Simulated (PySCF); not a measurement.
# Mo²⁺ (molybdenum, charge +2): UHF calculation

Configuration: [Kr] 4d3 5s1, high-spin 5F determinant (an excited configuration). Calculation: PySCF 2.14, in ANO-RCC-VTZP; scalar relativity by spin-free X2C-1e.

| Property | Result |
| --- | --- |
| Total energy | -4045.140239 hartree |
| One-electron energy | -5549.0304 hartree |
| Hartree (Coulomb) energy | 1625.9541 hartree |
| Exchange energy | -122.0640 hartree |
| ⟨S²⟩ | 6.0050 |
| ⟨L²⟩ | 12.056 |
| Sum of ⟨r⟩ | 26.28 bohr |
| Sum of ⟨r²⟩ | 37.26 bohr² |
| Langevin diamagnetic susceptibility | -29.5 ×10⁻⁶ cm³/mol |

```csv
shell,electrons,mean orbital energy (eV),spread (eV),"rms radius, mean of both spins (bohr)"
1s α,1,-20129.0,0,0.0404
1s β,1,-20128.9,0,0.0404
2s α,1,-2939.7,0,0.166
2s β,1,-2938.9,0,0.166
2p α,3,-2625.0,0,0.148
2p β,3,-2624.3,0,0.148
3s α,1,-553.05,0,0.456
3s β,1,-552.53,0,0.456
3p α,3,-446.83,0,0.462
3p β,3,-446.34,0,0.462
3d α,5,-274.01,0.996,0.453
3d β,5,-272.98,0.243,0.453
4s α,1,-105.02,0,1.17
4s β,1,-100.29,0,1.17
4p α,3,-73.685,0,1.30
4p β,3,-67.740,0,1.30
4d α,3,-31.562,0,1.78
5s α,1,-22.059,0,3.30
```

Densities and radii are taken from the X2C orbitals without a picture-change correction, which distorts them close to the nucleus.

Spin-orbit constants ζ (cm⁻¹) from the X2C one-electron operator on these orbitals: bare nucleus, nucleus screened by l(l+1)(2l+1)/3 electrons, and screened by the Breit-Pauli mean field of the electrons.

| shell | bare | screened nucleus | mean field |
| --- | --- | --- | --- |
| 2p | 580900 | 553300 | n/a |
| 3p | 96720 | 92120 | n/a |
| 3d | 13620 | 10380 | n/a |
| 4p | 12910 | 12300 | n/a |
| 4d | 1080 | 823.1 | n/a |

To first order the Landé constant is A = 205.8 cm⁻¹, so the lowest level has J = 1 and lies 0.204 eV below the centre of the term. This holds in LS coupling only.
